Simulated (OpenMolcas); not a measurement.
Ni2+: moving or changing the point charges

Ni2+ among 6 point charges of -1.5 e arranged as an octahedron (Oh), 1.88 Å from the ion.

```
Program             : OpenMolcas
Method              : SS-CASPT2, IPEA 0.25 Eh, imaginary shift 0.1 Eh (closed shells correlated: 3s 3p)
Basis               : ANO-RCC-VTZP [6s5p3d2f1g]
Scalar Hamiltonian  : DKH2, point nucleus
Active space        : 8 electrons in 5 orbitals (3d)
State averaging     : 2S+1 = 3 even, 10 roots; 2S+1 = 1 even, 15 roots
Spin-orbit coupling : state interaction with AMFI integrals over the reference wave functions
```

Runs around this geometry, states (labels of O, the rotations of Oh). Energies in cm-1 above the lowest state or level, χT in cm3 K/mol.

```tsv
R (Å)	q (e)	Ground state	First state of that spin	First gap with spin-orbit (degeneracies)	χT at 300 K	First state of another spin
1.88	-0.98	3A2	3T2 1910	1790 (3, 2)	2.376	1E 14070
1.79	-1.5	3A2	3T2 5020	4740 (3, 2)	1.641	1E 15340
1.88	-1.5	3A2	3T2 3620	3370 (3, 2)	1.858	1E 14880
1.97	-1.5	3A2	3T2 3410	3130 (3, 2)	1.905	1E 14460
```

Taking the first state of the same spin as R^-n, n = -ln(3410 / 5020) / ln(1.97 / 1.79) = 4.0 between the shortest and longest distance.

Scaling the charges by -0.98 / -1.5 = 0.65 scales the first state of the same spin by 1910 / 3620 = 0.53; with fixed orbitals a first-order splitting would follow the charge.

Roots that are degenerate in the reference are averaged as groups; the widest CASPT2 spread within a group is 520 cm-1 (the 3-fold group of multiplicity 1 near 24700 cm-1 above the lowest state of its run, R = 1.88, q = -0.98). Shifts and gaps below about the spread of the groups concerned are not significant. Free-ion shares, where given, are those of the reference states; single-state CASPT2 does not remix them. The ground term spreads over less than 5000 cm-1, several times less than with real ligands, so orbital moments are less quenched and χT lies further from the spin-only value than at real sites (holds for R = 1.88, q = -0.98). Point charges carry no covalency, so the field is a model and not that of real ligands. No measured value stands beside these numbers.
